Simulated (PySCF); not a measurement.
**Levels of As(4+) from EOM-EA-GCCSD**

Reference: closed-shell As(5+), [Ar] 3d10; one electron is added. Calculated with PySCF 2.14, two-component X2C-1e with screened spin-orbit coupling, x2c-TZVPPall-2c with one added diffuse shell each of s, p, d type (7s8p5d1f, 63 functions); frozen 1s2; all 98 virtual spinors kept. No Breit or QED terms. Binding energies in eV.

```json
{"level": "4s1/2", "Koopmans": "61.574", "second order": "61.921", "EOM-CCSD": "61.991"}
{"level": "4p1/2", "Koopmans": "49.716", "second order": "49.969", "EOM-CCSD": "50.032"}
{"level": "4p3/2", "Koopmans": "49.228", "second order": "49.472", "EOM-CCSD": "49.536"}
{"level": "4d3/2", "Koopmans": "32.934", "second order": "32.981", "EOM-CCSD": "33.032"}
{"level": "4d5/2", "Koopmans": "32.884", "second order": "32.930", "EOM-CCSD": "32.981"}
{"level": "5s1/2", "Koopmans": "29.691", "second order": "29.811", "EOM-CCSD": "29.827"}
{"level": "5p1/2", "Koopmans": "25.357", "second order": "25.436", "EOM-CCSD": "25.451"}
{"level": "5p3/2", "Koopmans": "25.202", "second order": "25.279", "EOM-CCSD": "25.295"}
```

Electric-dipole lines between these computed levels:

```csv
lower,upper,ΔE (eV),vacuum wavelength (nm)
4s1/2,4p1/2,11.958,103.7
4s1/2,4p3/2,12.455,99.55
4s1/2,5p1/2,36.539,33.93
4s1/2,5p3/2,36.696,33.79
4p1/2,4d3/2,17.001,72.93
4p1/2,5s1/2,20.206,61.36
4p3/2,4d3/2,16.504,75.12
4p3/2,4d5/2,16.555,74.89
4p3/2,5s1/2,19.709,62.91
4d3/2,5p1/2,7.580,163.6
4d3/2,5p3/2,7.737,160.3
4d5/2,5p3/2,7.686,161.3
5s1/2,5p1/2,4.375,283.4
5s1/2,5p3/2,4.532,273.6
```

Quantum defects δ = n − Z_c √(13.6057 eV / E) with Z_c = 5: 4s1/2 1.658, 4p1/2 1.393, 4p3/2 1.380, 4d3/2 0.791, 4d5/2 0.789, 5s1/2 1.623, 5p1/2 1.344, 5p3/2 1.333.

For comparison, the ionisation energy of As(4+) is 62.77 ± 0.06 eV (measured; NIST Atomic Spectra Database, ionization energies).

Gaps of this size point to the basis (7s8p5d1f), which has few functions of high l to correlate and polarise the inner shells.

The highest levels are limited by the diffuse functions of the basis.
